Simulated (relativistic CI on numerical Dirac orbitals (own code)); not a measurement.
# Radial parameters of Se29+

Method of calculation: Dirac-Coulomb-Breit CI, KLI orbitals optimised for each configuration, model QED (radiative potential, 1s self-energy scaled to tabulated hydrogen-like ionisation energies), unscaled Slater integrals (own radial code, finite nucleus).

Slater integrals F^k, G^k are unscaled and averaged over j, outside the closed core 1s2; ζ comes from projecting the Hamiltonian with its Breit term on Σ l·s of the shell.

- 2s2 2p: ζ(2p) = 260180 cm⁻¹; <r>(2p) = 0.1563, <r^2>(2p) = 0.02951 (bohr units).
- 2s 2p2: F^2(2p,2p) = 610420, G^1(2s,2p) = 644860, ζ(2p) = 258270 cm⁻¹; <r>(2s) = 0.1825, <r^2>(2s) = 0.03901, <r>(2p) = 0.1566, <r^2>(2p) = 0.0296 (bohr units).
- 2p3: F^2(2p,2p) = 608770, ζ(2p) = 256410 cm⁻¹; <r>(2p) = 0.157, <r^2>(2p) = 0.02975 (bohr units).

Averages of the first 10 configurations, taken without configuration mixing, which lowers the lowest level and can move excited configurations by several eV; other configurations of the list can lie among them:

```tsv
Configuration	Parity	States	Average energy above the lowest level (eV)
2s2 2p	odd	6	37.3
2s 2p2	even	30	155.4
2p3	odd	20	299.7
2p2 3s	even	30	2084.0
2p2 3p	odd	90	2121.0
2p2 3d	even	150	2153.3
2s2 3s	even	2	1857.3
2s2 3p	odd	6	1898.3
2s2 3d	even	10	1930.8
2s 2p 3s	odd	24	1957.4
```
